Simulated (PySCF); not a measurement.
# Mo (molybdenum, neutral) across methods

[Kr] 4d4 5s1 5p1, one real determinant (an excited configuration). All numbers are calculated (PySCF 2.14, the spin-free X2C one-electron Hamiltonian (Gaussian nucleus), in x2c-TZVPPall with one added diffuse shell each of s, p, d, f type (9s7p7d3f1g, 95 functions)).

| method | E (hartree) | mean ε 4d α (eV) | mean ε 5s α (eV) | mean ε 5p α (eV) | Σ⟨r²⟩ (bohr²) | ⟨S²⟩ |
| --- | --- | --- | --- | --- | --- | --- |
| CAM-B3LYP | -4048.42 | -10.353 | -8.114 | -3.956 | 68.22 | 12.001 |
| UHF | -4046.08822 | -12.819 | -9.312 | -4.844 | 68.19 | 12.003 |
| r2SCAN | -4048.22 | -8.157 | -6.539 | -2.671 | 67.68 | 12.002 |
| PBE | -4047.82 | -7.774 | -6.267 | -2.561 | 68.29 | 12.001 |
| PBEsol | -4045.58 | -7.746 | -6.317 | -2.550 | 67.87 | 12.001 |
| LC-wPBE | -4047.81 | -11.732 | -9.350 | -4.897 | 67.37 | 12.002 |
| LDA | -4043.46 | -7.818 | -6.471 | -2.630 | 68.03 | 12.000 |

Question: Estimate the same row for PBE0.

Answer: E (hartree) = -4047.90; mean ε 4d α (eV) = -9.269; mean ε 5s α (eV) = -7.079; mean ε 5p α (eV) = -3.206; Σ⟨r²⟩ (bohr²) = 67.98; ⟨S²⟩ = 12.001.

⟨L²⟩ = 7.76 against 12 for a pure F term, so this real determinant mixes terms.
